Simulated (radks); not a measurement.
Task: All-electron atom: I XX in [Ar] 3d10 4s2 4p4. Calculated with a radial shooting solver on a logarithmic mesh with Libxc functionals: Dirac Kohn-Sham, PBE, spin-unpolarised, spherical densities, point nucleus; open shells are shared between the two j in proportion to 2j + 1.

Spin-orbit splittings of the eigenvalues, e(l+1/2) - e(l-1/2), with zeta = 2 splitting/(2l+1) and mean radii in bohr:

| shell | occ. | splitting (eV) | zeta (eV) | <r> j=l-1/2 | <r> j=l+1/2 |
|---|---|---|---|---|---|
| 2p | 6 | 299.2 | 199.5 | 0.09837 | 0.1040 |
| 3p | 6 | ? | ? | 0.3008 | 0.3119 |
| 3d | 10 | 12.27 | 4.906 | 0.2816 | 0.2851 |
| 4p | 4 | 14.95 | 9.967 | 0.6829 | 0.7006 |
| 4d | 0 | 2.987 | 1.195 | 0.7180 | 0.7231 |

Estimate the 3p splitting.

Result: 57.55 eV (zeta = 38.37 eV).
